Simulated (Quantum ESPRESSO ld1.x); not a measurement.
Results of a calculation; reference values are marked as such.
Task: These are the eigenvalues of the occupied orbitals of an atom or ion with whole-number occupations (eV). Code: ld1.x of Quantum ESPRESSO 7.5. Model: non-relativistic Kohn-Sham, LDA (Slater exchange, VWN5 correlation), spin-polarised, spherical densities, point nucleus.

1s up: -19348.3
1s down: -19348.3
2s up: -2730.17
2s down: -2729.85
2p up: -2520.24
2p down: -2520.00
3s up: -503.099
3s down: -502.881
3p up: -422.387
3p down: -422.149
3d up: -274.009
3d down: -273.689
4s up: -108.502
4s down: -106.965
4p up: -84.8628
4p down: -83.2608
4d up: -47.7542

Which element is it, and in what charge state? The configuration may be excited. Open shells, if any, are filled with parallel spins first.

Result: Z = 42, molybdenum, charge +4: Mo4+ in [Kr] 4d2. The list shows which subshells hold electrons but not how many an open one holds; the 1s level, -711.04 hartree, gives Z - s = 37.7 by -(Z - s)^2/2, which with screening narrows Z to a few neighbours, and the depths of the outer levels then fix element, charge and occupations together.
